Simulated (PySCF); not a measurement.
# [Eu(OH)3]− at several levels of theory

Computed with PySCF 2.14.0 (density fitting, no spin-orbit coupling) at the geometry relaxed with PBE0:

```xyz
7
[Eu(OH)3]− (singlet in the valence; each metal's 4f electrons, 7 of them, lie in its core potential, out of spins and levels)
Eu    0.0000    0.0000    0.1409
O     2.2670    0.0000    0.1433
H     3.2258    0.0000    0.1476
O    -1.1335    1.9633    0.1433
H    -1.6129    2.7936    0.1476
O    -1.1335   -1.9633    0.1433
H    -1.6129   -2.7936    0.1476
```

```
level                                                 basis    state  HOMO (eV)  gap (eV)  charge on Eu1 (e)  population of f-type functions on Eu1 (polarisation alone where 4f lies in the core)  dipole about the centre of mass (D)  largest force component (eV/Å)
 PBE0     Eu lcecp-0-SVP with ECP53, O def2-SVP, H def2-SVP  singlet          –         –               0.55                                                                                  0.04                                 0.00                            0.01
B3LYP                                              the same  singlet          –         –               0.47                                                                                  0.04                                 0.00                            0.21
 PBE0  Eu lcecp-0-TZVP with ECP53, O def2-TZVP, H def2-TZVP  singlet          –         –               1.10                                                                                  0.05                                 0.00                            0.45
```

In the lcecp rows the 4f levels are missing from HOMO and gap, and the state counts the valence alone.

Charges are Mulliken's, which hang on the basis. The relaxation used the grid (50, 194), these runs (75, 302) or, all-electron (x2c bases, spin-free X2C Hamiltonian), (99, 590).

What does M06-L with Eu lcecp-0-SVP with ECP53, O def2-SVP, H def2-SVP give here?

state singlet, charge on Eu1 (e) 0.69, population of f-type functions on Eu1 (polarisation alone where 4f lies in the core) 0.04, dipole about the centre of mass (D) 0.00, largest force component (eV/Å) 0.24. Time: 6 s on 2 threads of Arm Neoverse V1, on a shared host, from an already converged density.

An lcecp potential fixes the number of 4f electrons, so in runs with it no electron can move into or out of that shell.
